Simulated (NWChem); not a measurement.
System: CH₃AlCl₂; SMILES [Cl][Al]([Cl])[CH3]

Computed with NWChem. Pople sets run with spherical d functions. The geometry was optimised at PBE-D3(BJ)/def2-SVP. Ions are spin-unrestricted doublets at the neutral geometry; other ion states weren't tried.

Problem. Predict the results for CAM-B3LYP/6-31G*. Quantities: −ε(HOMO) (eV).

Solution. The −ε(HOMO) (eV) is 10.18.
